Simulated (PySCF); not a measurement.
Compound: C₄H₄BF₃O₃.
SMILES: `FC(F)(F)OC1=[O+][BH2-]OC=C1`

Torsions of this conformer, `[F:1][C:2]([F:3])([F:4])[O:5][C:6]1=[O+:7][BH2-:8][O:9][CH:10]=[CH:11]1`: F1–C2–O5–C6 63°, C2–O5–C6–O7 -3°.

The closed-shell ground state was solved at several levels (PySCF, density fitting, gas phase, non-relativistic). The structure is a single PBE0-D3(BJ)/def2-SVP conformer in the gas phase; no vibrational or solvent corrections.

```tsv
level	basis functions	total energy (Eh)	HOMO (eV)	LUMO (eV)	gap (eV)	dipole (D)
B3LYP/pcJ-1	337	-704.9335	-7.05	-2.53	4.52	3.81
PBE0/def2-SVPD	270	-703.7116	-7.23	-2.40	4.83	3.77
PBE0/pcSseg-1	207	-704.1345	-7.24	-2.33	4.91	3.76
```

Question: What might mPW1PW91/pcSseg-2 (452 basis functions) give for the same quantities?

Answer: Total energy -705.0392 Eh, HOMO -7.24 eV, LUMO -2.32 eV, gap 4.92 eV, dipole 3.76 D.

Question: How far do the dipole and the HOMO energy spread over the levels?

Answer: The dipole runs from 3.76 to 3.81 D (mean 3.78 D) and the HOMO from -7.24 to -7.05 eV.
